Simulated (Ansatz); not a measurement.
Potential energy curve for Cl₂ (anion, charge -1), doublet.

Computed with Ansatz (a quantum-chemistry and plane-wave program) with unrestricted PBE0/aug-cc-pVTZ.

Q: Relative to R = 2.64 Å, what are the energies at R = 3.03, 4.35, 7.05, 7.88 Å?

A: 0.150 eV at 3.03 Å, 0.597 eV at 4.35 Å, 0.561 eV at 7.05 Å, 0.529 eV at 7.88 Å.

Where the anion isn't bound against loss of the electron, the finite basis alone holds it.
